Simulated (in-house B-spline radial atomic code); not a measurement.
**RPA and G0W0 on CAM-B3LYP: Br III (Br2+)**

Configuration [Ar] 3d10 4s2 4p3, highest spin, mean-field start CAM-B3LYP. Computed with an all-electron radial atomic-structure program (B-spline basis): all electrons, scalar-relativistic (spin-free one-electron X2C), finite nucleus, each spin shell either full or empty, empty states to l = 9 with an (l + 1/2)⁻⁴ tail; G0W0 by contour deformation at full frequency.

Command:
```bash
python run_gw.py task.json out
```
Settings (radii: box in bohr, nucleus in fm):
```
Z                        35
electrons                33
configuration            [Ar] 3d10 4s2 4p3
hamiltonian              x2c
method                   camb3lyp
lmax                     9
rms_radius               4.1629
spin_polarised           True
box_radius               17.55
intervals                70
```

Time taken, with all properties: 3.6 s on 1 thread of Intel(R) Xeon(R) Platinum 8488C, with other jobs on the host.

Energies (hartree):

```json
{"term": "mean-field total", "value": "-2605.23546"}
{"term": "Hartree-Fock functional on these orbitals", "value": "-2603.34568"}
{"term": "direct second order", "value": "-2.7172"}
{"term": "second-order exchange", "value": "0.79409"}
{"term": "SOSEX correction", "value": "0.73526"}
```

**Question.** What is the RPA correlation energy, and what remains with SOSEX?

**Answer.** RPA gives -2.3781 hartree (-1.96 eV per electron); RPA + SOSEX gives -1.6428, and the second-order doubles -1.9231 hartree (no singles). SOSEX takes back 31 % of the RPA value.

Quasi-particle levels (eV):

```json
{"level": "4p up", "occupied": "yes", "mean field": "-32.37", "Σx - vxc": "-2.76", "Σc": "?", "QP weight": "?", "G0W0": "?"}
{"level": "4s down", "occupied": "yes", "mean field": "-43.02", "Σx - vxc": "-0.35", "Σc": "-2.15", "QP weight": "0.947", "G0W0": "-45.53"}
{"level": "4p down", "occupied": "no", "mean field": "-23.862", "Σx - vxc": "4.63", "Σc": "-2.39", "QP weight": "0.951", "G0W0": "-21.628"}
```

G0W0 = mean field + (Σx - vxc) + Σc, with Σc (partial-wave tail included) taken at the quasi-particle energy. Only the outer levels were computed. Levels of low weight are left out.

**Question.** Where does G0W0 put 4p up?

**Answer.** At -35.53 eV, with Σc = -0.40 eV and a quasi-particle weight of 0.951. The tabulated removal energy is 34.871 ± 0.019 eV (NIST, measured); the calculation leaves out spin-orbit coupling, Breit and QED terms, and what these don't explain is the method's own error.
